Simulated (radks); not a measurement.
The numbers below are computed, except where a source is named.
Task: Code: a radial shooting solver on a logarithmic mesh with Libxc functionals. Model: scalar-relativistic Kohn-Sham, LDA (Slater exchange, Perdew-Wang correlation), spin-unpolarised, spherical densities, point nucleus. Each species is in its NIST ground configuration. Rank O, C, F, B, Ne, Be, Li, N by Delta-SCF ionisation energy (eV), largest first.

Result: Ne 22.657, F 19.558, O 16.585, N 13.731, C 10.985, Be 9.513, B 8.321, Li 5.237.
